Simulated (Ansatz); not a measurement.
`C[NH][Al]([CH3])[F]` + `[NH]=[Mo](=[NH])([NH2])[OH]` → `C[O][Mo](=[NH])(=[NH])[NH2]` + `C[NH][AlH][F]`  (substitution at a C–Al bond)

Gas-phase electronic energies from Ansatz, PBE0-D4/def2-TZVP geometries. CCSD(T)/CBS adds triple-zeta CCSD(T) − MP2 to the extrapolated MP2 energy (def2 sets, frozen cores). Functionals use def2-TZVPP. B3LYP here is the variant with VWN-RPA as its local correlation; programs differ in this. Elements past krypton have def2 core potentials. For Mo outer-core shells are correlated without core-valence functions, which leaves a few kJ/mol of doubt a bond. Each species was taken in one conformer, which may not be the lowest.

(1) Is it downhill or uphill in electronic energy at CCSD(T)/CBS, and by how much? (An estimate is asked.)

(2) What do these levels give: PBE-D4, PBE0-D4, B3LYP-D4, ωB97X-V, ωB97M-V, PBE0, B3LYP, MP2/def2-TZVPP, SCS-MP2/def2-TZVPP, HF/def2-QZVPP, MP2/def2-QZVPP, CCSD/CBS(def2)? (Estimate.)

Largest T1 diagnostic among the species: 0.022, so the coupled-cluster value is less sure than usual.

Answers

(1) Ansatz gave: Uphill: ΔE = +95.9 kJ/mol.

(2) Computed: PBE-D4 92.2, PBE0-D4 94.7, B3LYP-D4 88.1, ωB97X-V 90.1, ωB97M-V 96.6, PBE0 95.9, B3LYP 90.1, MP2/def2-TZVPP 95.0, SCS-MP2/def2-TZVPP 88.7, HF/def2-QZVPP 81.9, MP2/def2-QZVPP 97.4, CCSD/CBS(def2) 97.0 kJ/mol.

In def2-TZVPP, CCSD(T) changes the Hartree–Fock value by +8.9 kJ/mol (the triples alone add −1.1 kJ/mol) and MP2 by +12.5 kJ/mol.
